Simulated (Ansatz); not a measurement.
The cluster Bi₂Te₃⁻, relaxed as a doublet with UKS r2SCAN-D4/def2-SVPD in Ansatz, starting from the GFN2-xTB geometry. Force threshold 0.02 eV/Å.

In the def2 sets Bi, Te take a core potential; there is no spin–orbit coupling. The relaxation made no stability test and no search for a lower SCF solution. Another isomer (doublet) lies 0.03 eV lower at PBE0-D4/def2-TZVPD; other spin states weren't run for this one.

Start:

```csv
atom,x (Å),y (Å),z (Å)
Bi1,1.6715,0.0125,0.8174
Bi2,-1.0108,1.2003,1.0015
Te3,1.4718,-0.4953,-1.8988
Te4,-0.5675,-1.5460,1.7690
Te5,-1.5649,0.8286,-1.6890
```

(1) Estimate the energy that the relaxation releases and the steps that it takes.

(2) Does the start keep its bonding and symmetry?

(3) Predict the relaxed structure.

Results:

(1) 0.16 eV, in 5 steps; 48 s on 4 threads of Arm Neoverse V2 on a shared host. No frequencies were taken in this run, so the end may be a saddle point.

(2) By distances, no bond broke or formed. The bond that changes most is Te3–Te5, from 3.32 to 3.21 Å (atoms count from 1). Point group Cs at the start, Cs at the end, both within 0.05 Å.

(3) 
| atom | x (Å) | y (Å) | z (Å) |
| --- | --- | --- | --- |
| Bi1 | 1.7121 | -0.0853 | 0.8055 |
| Bi2 | -1.1165 | 1.1609 | 0.9968 |
| Te3 | 1.4394 | -0.4135 | -1.9832 |
| Te4 | -0.5452 | -1.5388 | 1.9661 |
| Te5 | -1.4899 | 0.8767 | -1.7851 |
Bond lengths (bridged metal pairs left out): 4 × Bi–Te 2.82 to 2.92 Å; 1 × Te–Te 3.21 Å.
